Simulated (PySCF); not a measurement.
A structure optimised at PBE0-D3(BJ)/def2-SVP, used in a PySCF frequency run:

```xyz
4

Ge     0.0000     0.0000     0.4069
O      0.0000     0.0000     2.0299
Cl     0.0000     1.7008    -0.8606
Cl     0.0000    -1.7008    -0.8606
```

Task: Write its SMILES, formula and point group.

Result: [O]=[Ge]([Cl])[Cl], Cl₂GeO, C2v

Task: What are its rotational constants (standard atomic weights)?

Result: 3.8738, 2.4641, 1.5061 GHz
